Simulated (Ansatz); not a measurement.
C2H9AlSi2 can be A, `C[SiH2][Al]1[CH2][SiH2]1`, or B, `C[C@@H]1[AlH][Si@H]1[SiH3]`.

Isolated molecules relaxed with PBE0-D4/def2-TZVP in Ansatz; ΔE leaves out vibrations. CCSD(T)/CBS adds triple-zeta CCSD(T) − MP2 to the extrapolated MP2 energy (def2 sets, frozen cores). DFT in def2-TZVPP. Each species was taken in one conformer, which may not be the lowest.

Which is lower in electronic energy at CCSD(T)/CBS, and by how much? (Best estimate.)

Ansatz gave: A, by 50.2 kJ/mol.

Give E(B) − E(A) in kJ/mol with MP2/def2-TZVPP, CCSD(T)/def2-TZVPP, r2SCAN-D4, PBE0-D4, B2PLYP, PBE-D4, CCSD/def2-TZVPP. (Best estimate.)

The calculation gave: MP2/def2-TZVPP 47.5, CCSD(T)/def2-TZVPP 50.3, r2SCAN-D4 52.8, PBE0-D4 50.1, B2PLYP 52.1, PBE-D4 48.7, CCSD/def2-TZVPP 52.0. None reverses the order clearly.

Largest T1 diagnostic: 0.013.

In def2-TZVPP, CCSD(T) changes the Hartree–Fock value by −5.1 kJ/mol (the triples alone add −1.7 kJ/mol) and MP2 by −7.9 kJ/mol. The D4 term adds −6.1 kJ/mol with B3LYP and −3.5 kJ/mol with PBE0; it sums over pairs of atoms, weighted by their polarisabilities, and B3LYP, whose exchange is more repulsive, gets the larger term.

B3LYP here is the variant with VWN-RPA as its local correlation; programs differ in this.
